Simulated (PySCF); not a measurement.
C4H6F2O2S.
Bonds: C1–O2, O2–C3, C3–C4, C4–S5 (double), C4–O6, O6–C7, C7–F8, C7–F9. Hydrogens: H10, H11, H12 on C1; H13, H14 on C3; H15 on C7.

Structure optimised with GFN2-xTB, isolated species.

Task: Give the optimised bond lengths and angles.

Result: 
| bond | length (Å) |
| --- | --- |
| C1–O2 | 1.407 |
| O2–C3 | 1.393 |
| C3–C4 | 1.498 |
| C4=S5 | 1.610 |
| C4–O6 | 1.362 |
| O6–C7 | 1.369 |
| C7–F8, C7–F9 | 1.342 |
| C1–H10 | 1.087 |
| C1–H11, C1–H12 | 1.096 |
| C3–H13, C3–H14 | 1.105 |
| C7–H15 | 1.105 |

Bonds in one row agree within 0.01 Å and their mean is given. A selection of angles:
| angle | degrees |
| --- | --- |
| C1–O2–C3 | 113.1 |
| O2–C3–C4 | 109.9 |
| C3–C4–S5 | 124.3 |
| C3–C4–O6 | 110.3 |
| S5–C4–O6 | 125.4 |
| C4–O6–C7 | 120.2 |
| O6–C7–F8 | 108.9 |
| F8–C7–F9 | 106.5 |

Torsions: C1–O2–C3–C4 -178° (antiperiplanar); O2–C3–C4–S5 5° (synperiplanar); C3–C4–O6–C7 180° (antiperiplanar); C4–O6–C7–F8 -125° (anticlinal). The mirror-image conformer, all signs reversed, is as good.

Of the pairs four or more bonds apart, S5···H15 is among the closest relative to their van der Waals radii: 2.45 Å, 82 % of the sum of Bondi's values. The C–O distances run from 1.362 Å (C4–O6, drawn single) to 1.407 Å (C1–O2, drawn single), a spread of 0.045 Å. O6 (oxygen bonded to 2 C) is bent (angle 120.2°).

Point group: near Cs, missed by 0.19 Å at most; the miss may be what the optimiser left on a soft mode. Not checked by GFN2-xTB frequencies. The numbers are those of one conformer.

All values are computed, not measured.
